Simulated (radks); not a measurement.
The thallium ion Tl16+, 65 electrons, occupied as [Kr] 4d10 4f14 5s2 5p3.

All-electron calculation, scalar-relativistic Kohn-Sham, LDA (Slater exchange, VWN5 correlation), spin-polarised, spherical densities, finite nucleus; open shells are filled with parallel spins first (spin-orbit coupling, left out, can overturn this in heavy ions); Fermi nuclear charge, rms radius 5.4759 fm. Program: a radial shooting solver on a logarithmic mesh with Libxc functionals.

Energy parts (Ry):
| part | energy |
|---|---|
| total | -40284.7016 |
| kinetic | 45353.4154 |
| electron-nucleus | -98823.1889 |
| Hartree | 13894.4908 |
| exchange-correlation | -709.4189 |

Orbitals (lengths in bohr, moments of r in powers of bohr; r(90%) holds 90 % of the orbital's charge):
orbital	occ.	eigenvalue (Ry)	<r^2>	<1/r>	<r^4>	r(90%)
1s up	1	-6310.682	0.0003694	99.30	3.767e-07	0.0299
1s down	1	-6310.634	0.0003694	99.30	3.767e-07	0.0299
2s up	1	-1144.625	0.005611	23.32	0.00005460	0.107
2s down	1	-1144.598	0.005611	23.32	0.00005460	0.107
2p up	3	-988.8659	0.004756	20.59	0.00004488	0.102
2p down	3	-988.8279	0.004756	20.59	0.00004488	0.102
3s up	1	-292.0127	0.03610	8.647	0.001962	0.261
3s down	1	-291.9820	0.03610	8.647	0.001962	0.261
3p up	3	-247.1497	0.03726	7.851	0.002174	0.268
3p down	3	-247.1160	0.03726	7.851	0.002174	0.268
3d up	5	-200.5340	0.03083	7.379	0.001666	0.252
3d down	5	-200.5014	0.03083	7.379	0.001665	0.252
4s up	1	-84.03714	0.1725	3.730	0.04279	0.560
4s down	1	-83.98263	0.1723	3.731	0.04269	0.560
4p up	3	-69.27146	0.1968	3.362	0.05692	0.603
4p down	3	-69.21045	0.1965	3.364	0.05666	0.602
4d up	5	-51.93461	0.2197	3.029	0.07529	0.649
4d down	5	-51.86188	0.2189	3.032	0.07461	0.648
4f up	7	-32.68117	0.2442	2.657	0.1101	0.716
4f down	7	-32.58967	0.2417	2.665	0.1075	0.711
5s up	1	-32.47919	0.7423	1.681	0.7567	1.14
5s down	1	-32.13644	0.7395	1.688	0.7528	1.14
5p up	3	-27.79771	0.8869	1.512	1.085	1.25
5p down	0	-27.43397	0.8866	1.515	1.088	1.26

The highest occupied level is 5p up at -378.21 eV. Spin moment in Bohr magnetons: 3. The density falls to 0.001 e/bohr^3 at r = 1.89 bohr. The electron density at the nucleus is 2.709e+06 e/bohr^3 (large components only). For comparison, the ionisation energy in NIST's Atomic Spectra Database is 392 eV (theoretical). In exact Kohn-Sham theory the highest level is minus the ionisation energy, but local and semilocal functionals leave it too shallow, through self-interaction and a potential that decays too fast; potentials with the right tail come closer. The spin density at the nucleus is -32.31 e/bohr^3 (1s -9.43, 2s 2.19, 3s 2.21, 4s -1.92, 5s -25.37).
